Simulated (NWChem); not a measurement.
The numbers come from NWChem runs, not from measurements. System: NSi, charge 0, spin multiplicity 2, at a geometry optimised with UPBE0/def2-SVP. The structure started from a generated list of species. Its SCF solution wasn't tested for a lower state. Level: UBHandHLYP/def2-TZVP.

The NWChem input:

```
start mol
memory heap 200 mb stack 900 mb global 1100 mb
geometry units angstroms nocenter noautoz
  Si     0.000000     0.000000     0.524965
  N      0.000000     0.000000    -1.049930
  symmetry group C2v
end
basis spherical
  * library def2-tzvp
end
dft
  xc bhlyp
  odft
  mult 2
  semidirect memsize 60000000 filesize 0
  iterations 100
end
task dft energy
```

Part of the output:

```
             Northwest Computational Chemistry Package (NWChem) 7.3.0
             --------------------------------------------------------

                                NWChem Input Module
                                -------------------

 Scaling coordinates for geometry "geometry" by  1.889725989
 (inverse scale =  0.529177249)

 Turning off AUTOSYM since
 SYMMETRY directive was detected!

                             Geometry "geometry" -> ""
                             -------------------------

 Output coordinates in angstroms (scale by  1.889725989 to convert to a.u.)

  No.       Tag          Charge          X              Y              Z
 ---- ---------------- ---------- -------------- -------------- --------------
    1 Si                  14.0000     0.00000000     0.00000000     0.52496500
    2 N                    7.0000     0.00000000     0.00000000    -1.04993000

 Effective nuclear repulsion energy (a.u.)      32.9287796342

            Nuclear Dipole moment (a.u.)
            ----------------------------
        X                 Y               Z
 ---------------- ---------------- ----------------
     0.0000000000     0.0000000000     0.0000000000

      Symmetry information
      --------------------

 Group name             C2v
 Group number             16
 Group order               4
 No. of unique centers     2

      Symmetry unique atoms

     1    2


 Summary of "ao basis" -> "" (spherical)
 ------------------------------------------------------------------------------
       Tag                 Description            Shells   Functions and Types
 ---------------- ------------------------------  ------  ---------------------
 *                         def2-tzvp                  on all atoms

                                 NWChem DFT Module
                                 -----------------

 Summary of "ao basis" -> "ao basis" (spherical)
 ------------------------------------------------------------------------------
       Tag                 Description            Shells   Functions and Types
 ---------------- ------------------------------  ------  ---------------------
 Si                        def2-tzvp                13       37   5s5p2d1f
 N                         def2-tzvp                11       31   5s3p2d1f

 Summary of "ao basis" -> "ao basis" (spherical)
 ------------------------------------------------------------------------------
       Tag                 Description            Shells   Functions and Types
 ---------------- ------------------------------  ------  ---------------------
 Si                        def2-tzvp                13       37   5s5p2d1f
 N                         def2-tzvp                11       31   5s3p2d1f

      Symmetry analysis of basis
      --------------------------

        a1         30
        a2          6
        b1         16
        b2         16

            General Information
            -------------------
          SCF calculation type: DFT
          Wavefunction type:  spin polarized.
          No. of atoms     :     2
          No. of electrons :    21
           Alpha electrons :    11
            Beta electrons :    10
          Charge           :     0
          Spin multiplicity:     2
          Use of symmetry is: on ; symmetry adaption is: on
          Maximum number of iterations: 100
          AO basis - number of functions:    68
                     number of shells:    24
          Convergence on energy requested:  1.00D-06
          Convergence on density requested:  1.00D-05
          Convergence on gradient requested:  5.00D-04

              XC Information
              --------------
                        BHLYP Method XC Functional
                     Hartree-Fock (Exact) Exchange  0.500
                        Slater Exchange Functional  0.500 local
                    Becke 1988 Exchange Functional  0.500 non-local
              Lee-Yang-Parr Correlation Functional  1.000

             Grid Information
             ----------------
          Grid used for XC integration:  medium
          Radial quadrature: Mura-Knowles
          Angular quadrature: Lebedev.
          Tag              B.-S. Rad. Rad. Pts. Rad. Cut. Ang. Pts.
          ---              ---------- --------- --------- ---------
          Si                  1.10       88           7.0       590
          N                   0.65       49           8.0       434
          Grid pruning is: on
          Number of quadrature shells:   137
          Spatial weights used:  Erf1

          Convergence Information
          -----------------------
          Convergence aids based upon iterative change in
          total energy or number of iterations.
          Levelshifting, if invoked, occurs when the
          HOMO/LUMO gap drops below (HL_TOL):  1.00D-02
          DIIS, if invoked, will attempt to extrapolate
          using up to (NFOCK): 10 stored Fock matrices.

                    Damping( 0%)  Levelshifting(0.5)       DIIS
                  --------------- ------------------- ---------------
          dE  on:    start            ASAP                start
          dE off:    2 iters        100 iters           100 iters

      Screening Tolerance Information
      -------------------------------
          Density screening/tol_rho:  1.00D-10
          AO Gaussian exp screening on grid/accAOfunc:  14
          CD Gaussian exp screening on grid/accCDfunc:  20
          XC Gaussian exp screening on grid/accXCfunc:  20
          Schwarz screening/accCoul:  1.00D-08

      Superposition of Atomic Density Guess
      -------------------------------------
[...]
 Vector   10  Occ=1.000000D+00  E=-3.600492D-01  Symmetry=b1
              MO Center= -9.3D-16,  3.9D-32, -7.6D-01, r^2= 1.2D+00
   Bfn.  Coefficient  Atom+Function         Bfn.  Coefficient  Atom+Function
  ----- ------------  ---------------      ----- ------------  ---------------
    43      0.393817  2 N  px                46      0.347768  2 N  px
    49      0.231214  2 N  px                15      0.201684  1 Si px
    18      0.098557  1 Si px                12      0.088422  1 Si px
     6     -0.083411  1 Si px                24      0.061664  1 Si d  1
     9     -0.043484  1 Si px                29      0.038373  1 Si d  1

 Vector   11  Occ=1.000000D+00  E=-3.600492D-01  Symmetry=b2
              MO Center=  2.5D-31, -2.0D-15, -7.6D-01, r^2= 1.2D+00
   Bfn.  Coefficient  Atom+Function         Bfn.  Coefficient  Atom+Function
  ----- ------------  ---------------      ----- ------------  ---------------
    44      0.393817  2 N  py                47      0.347768  2 N  py
    50      0.231214  2 N  py                16      0.201684  1 Si py
    19      0.098557  1 Si py                13      0.088422  1 Si py
     7     -0.083411  1 Si py                22     -0.061664  1 Si d -1
    10     -0.043484  1 Si py                27     -0.038373  1 Si d -1

 Vector   12  Occ=0.000000D+00  E=-3.031853D-02  Symmetry=b2
              MO Center= -1.4D-32,  9.4D-17,  6.1D-01, r^2= 3.3D+00
   Bfn.  Coefficient  Atom+Function         Bfn.  Coefficient  Atom+Function
  ----- ------------  ---------------      ----- ------------  ---------------
    19      0.665742  1 Si py                16      0.362809  1 Si py
    50     -0.294232  2 N  py                44     -0.209483  2 N  py
    47     -0.157069  2 N  py                13      0.138975  1 Si py
     7     -0.127980  1 Si py                27      0.113254  1 Si d -1
    10     -0.065812  1 Si py                22      0.065220  1 Si d -1

 Vector   13  Occ=0.000000D+00  E=-3.031853D-02  Symmetry=b1
              MO Center= -6.6D-16,  1.0D-31,  6.1D-01, r^2= 3.3D+00
   Bfn.  Coefficient  Atom+Function         Bfn.  Coefficient  Atom+Function
  ----- ------------  ---------------      ----- ------------  ---------------
    18      0.665742  1 Si px                15      0.362809  1 Si px
    49     -0.294232  2 N  px                43     -0.209483  2 N  px
    46     -0.157069  2 N  px                12      0.138975  1 Si px
     6     -0.127980  1 Si px                29     -0.113254  1 Si d  1
     9     -0.065812  1 Si px                24     -0.065220  1 Si d  1

 Vector   14  Occ=0.000000D+00  E= 6.343332D-02  Symmetry=a1
              MO Center= -1.1D-30,  1.2D-30,  6.6D-01, r^2= 5.6D+00
   Bfn.  Coefficient  Atom+Function         Bfn.  Coefficient  Atom+Function
  ----- ------------  ---------------      ----- ------------  ---------------
    42      2.043849  2 N  s                  5     -1.702268  1 Si s
    20      1.630541  1 Si pz                51      0.628057  2 N  pz
    17      0.419914  1 Si pz                40      0.171611  2 N  s
    23      0.118289  1 Si d  0              48      0.116280  2 N  pz
     4     -0.105827  1 Si s                 28     -0.090817  1 Si d  0

                     DFT Final Beta Molecular Orbital Analysis
                     -----------------------------------------

 Vector    8  Occ=1.000000D+00  E=-4.246096D-01  Symmetry=a1
              MO Center=  1.1D-30,  1.4D-30,  5.3D-01, r^2= 2.0D+00
   Bfn.  Coefficient  Atom+Function         Bfn.  Coefficient  Atom+Function
  ----- ------------  ---------------      ----- ------------  ---------------
     4      0.659065  1 Si s                  5      0.433991  1 Si s
     3     -0.371273  1 Si s                 41     -0.210435  2 N  s
    42     -0.186503  2 N  s                 40     -0.153440  2 N  s
    17      0.135349  1 Si pz                39      0.096259  2 N  s
     2      0.082791  1 Si s                 45      0.074155  2 N  pz

 Vector    9  Occ=1.000000D+00  E=-3.237853D-01  Symmetry=b1
              MO Center= -9.1D-16,  1.2D-31, -5.7D-01, r^2= 1.6D+00
   Bfn.  Coefficient  Atom+Function         Bfn.  Coefficient  Atom+Function
  ----- ------------  ---------------      ----- ------------  ---------------
    43      0.338632  2 N  px                46      0.296674  2 N  px
    15      0.279778  1 Si px                49      0.217589  2 N  px
    18      0.157008  1 Si px                12      0.109449  1 Si px
     6     -0.105476  1 Si px                24      0.059583  1 Si d  1
     9     -0.054124  1 Si px                29      0.048248  1 Si d  1

 Vector   10  Occ=1.000000D+00  E=-3.237853D-01  Symmetry=b2
              MO Center=  2.2D-31, -1.8D-15, -5.7D-01, r^2= 1.6D+00
   Bfn.  Coefficient  Atom+Function         Bfn.  Coefficient  Atom+Function
  ----- ------------  ---------------      ----- ------------  ---------------
    44      0.338632  2 N  py                47      0.296674  2 N  py
    16      0.279778  1 Si py                50      0.217589  2 N  py
    19      0.157008  1 Si py                13      0.109449  1 Si py
     7     -0.105476  1 Si py                22     -0.059583  1 Si d -1
    10     -0.054124  1 Si py                27     -0.048248  1 Si d -1

 Vector   11  Occ=0.000000D+00  E=-1.135947D-01  Symmetry=a1
              MO Center= -3.0D-16, -1.0D-15, -5.8D-01, r^2= 2.5D+00
   Bfn.  Coefficient  Atom+Function         Bfn.  Coefficient  Atom+Function
  ----- ------------  ---------------      ----- ------------  ---------------
     5      0.482457  1 Si s                 51     -0.387025  2 N  pz
    45     -0.326659  2 N  pz                48     -0.272578  2 N  pz
    17      0.195394  1 Si pz                14      0.158946  1 Si pz
     8     -0.130034  1 Si pz                20      0.111022  1 Si pz
    40      0.093955  2 N  s                  4     -0.086436  1 Si s

 Vector   12  Occ=0.000000D+00  E=-1.983221D-02  Symmetry=b2
              MO Center=  1.9D-31,  4.6D-16,  4.4D-01, r^2= 3.4D+00
   Bfn.  Coefficient  Atom+Function         Bfn.  Coefficient  Atom+Function
  ----- ------------  ---------------      ----- ------------  ---------------
    19      0.647041  1 Si py                50     -0.362684  2 N  py
    16      0.342129  1 Si py                44     -0.250119  2 N  py
    47     -0.186070  2 N  py                13      0.126854  1 Si py
    27      0.117246  1 Si d -1               7     -0.116118  1 Si py
    22      0.071472  1 Si d -1              10     -0.059740  1 Si py

 Vector   13  Occ=0.000000D+00  E=-1.983221D-02  Symmetry=b1
              MO Center=  4.3D-16,  1.8D-31,  4.4D-01, r^2= 3.4D+00
   Bfn.  Coefficient  Atom+Function         Bfn.  Coefficient  Atom+Function
  ----- ------------  ---------------      ----- ------------  ---------------
    18      0.647041  1 Si px                49     -0.362684  2 N  px
    15      0.342129  1 Si px                43     -0.250119  2 N  px
    46     -0.186070  2 N  px                12      0.126854  1 Si px
    29     -0.117246  1 Si d  1               6     -0.116118  1 Si px
    24     -0.071472  1 Si d  1               9     -0.059740  1 Si px

   alpha - beta orbital overlaps
   -----------------------------

   alpha      1      2      3      4      5      6      7      8      9     10
    beta      1      2      3      6      4      5      7      8     11      9
 overlap   1.000  1.000  1.000  1.000  1.000  1.000  0.996  0.805  0.805  0.988

   alpha     11     12     13     14     15     16     17     18     19     20
    beta     10     12     13     14     15     16     17     20     18     19
 overlap   0.988  0.990  0.990  0.993  0.992  1.000  1.000  0.979  1.000  1.000

   alpha     21     22     23     24     25     26     27     28     29     30
    beta     21     22     23     24     25     26     27     28     29     33
 overlap   0.998  0.998  0.991  0.998  0.998  0.999  0.993  0.999  0.999  0.998

   alpha     31     32     33     34     35     36     37     38     39     40
    beta     32     31     30     34     35     36     37     38     39     40
 overlap   0.998  0.999  0.999  1.000  1.000  0.998  0.997  0.997  0.998  0.998

   alpha     41     42     43     44     45     46     47     48     49     50
    beta     41     42     43     44     45     46     47     48     50     49
 overlap   0.997  1.000  1.000  0.998  0.999  0.999  0.998  0.998  1.000  1.000

   alpha     51     52     53     54     55     56     57     58     59     60
    beta     51     53     52     54     55     56     57     58     59     60
 overlap   1.000  1.000  1.000  1.000  1.000  1.000  1.000  1.000  1.000  1.000

   alpha     61     62     63     64     65     66     67     68
    beta     61     62     63     64     65     66     67     68
 overlap   1.000  1.000  1.000  1.000  1.000  1.000  1.000  1.000

     --------------------------
     Expectation value of S2:
     --------------------------
      <S2> =      0.8069 (Exact =     0.7500)

 center of mass
 --------------
 x =   0.00000000 y =   0.00000000 z =  -0.00069027

 moments of inertia (a.u.)
 ------------------
          82.657404064328           0.000000000000           0.000000000000
           0.000000000000          82.657404064328           0.000000000000
           0.000000000000           0.000000000000           0.000000000000

     Multipole analysis of the density
     ---------------------------------

     L   x y z        total         alpha         beta         nuclear
     -   - - -        -----         -----         ----         -------
     0   0 0 0     -0.000000    -11.000000    -10.000000     21.000000

     1   1 0 0     -0.000000      0.000000     -0.000000      0.000000
     1   0 1 0     -0.000000     -0.000000     -0.000000      0.000000
     1   0 0 1      1.072290      1.545302     -0.473012      0.000000

     2   2 0 0    -13.290652     -6.584776     -6.705876      0.000000
     2   1 1 0     -0.000000     -0.000000     -0.000000      0.000000
     2   1 0 1      0.000000     -0.000000      0.000000      0.000000
     2   0 2 0    -13.290652     -6.584776     -6.705876      0.000000
     2   0 1 1      0.000000      0.000000      0.000000      0.000000
     2   0 0 2    -13.618867    -31.504089    -23.448800     41.334021

 Task  times  cpu:        2.3s     wall:        2.3s

 Total times  cpu:        2.3s     wall:        2.3s
```
